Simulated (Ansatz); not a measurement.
Stepwise reaction of `[F][InH2]` with water, as a gas-phase model of exchange steps in deposition or etching. ΔE in kJ/mol.

Computed with Ansatz on PBE0-D4/def2-TZVP structures; ΔE is electronic, products minus reactants. CBS: MP2 limit from def2 TZ/QZ plus the TZ coupled-cluster correction, frozen cores. This one scheme is used for every species. DFT in def2-TZVPP. B3LYP here is the variant with VWN-RPA as its local correlation; programs differ in this. Elements past krypton have def2 core potentials. For In outer-core shells are correlated without core-valence functions, which leaves a few kJ/mol of doubt a bond. One conformer a species, not always the lowest.

| step | reaction | PBE-D4 | B3LYP-D4 | ωB97M-V | CCSD(T)/CBS |
| --- | --- | --- | --- | --- | --- |
| 2 | `[OH][InH][F]` + H₂O → `[OH][In]([OH])[F]` + H₂ | 6.6 | 8.3 | 11.7 | 5.6 |

Question: Give the row of step 1, `[F][InH2]` + H₂O → `[OH][InH][F]` + H₂. (Estimate.)

Answer: Ansatz gave: 
```csv
step,reaction,PBE-D4,B3LYP-D4,ωB97M-V,CCSD(T)/CBS
1,`[F][InH2]` + H₂O → `[OH][InH][F]` + H₂,-6.2,-4.2,-1.3,-9.2
```

Question: By hand: ΔE of the 2 steps together at CCSD(T)/CBS.

Answer: (-9.2) + (5.6) = -3.6 kJ/mol, or -1.8 kJ/mol a step.

In ΔE each step is higher than the one before. PBE-D4 differs from CCSD(T)/CBS by 1.0 to 3.0 kJ/mol a step. Isolated molecules leave out the surface, adducts and barriers. Largest T1 diagnostic: 0.017.
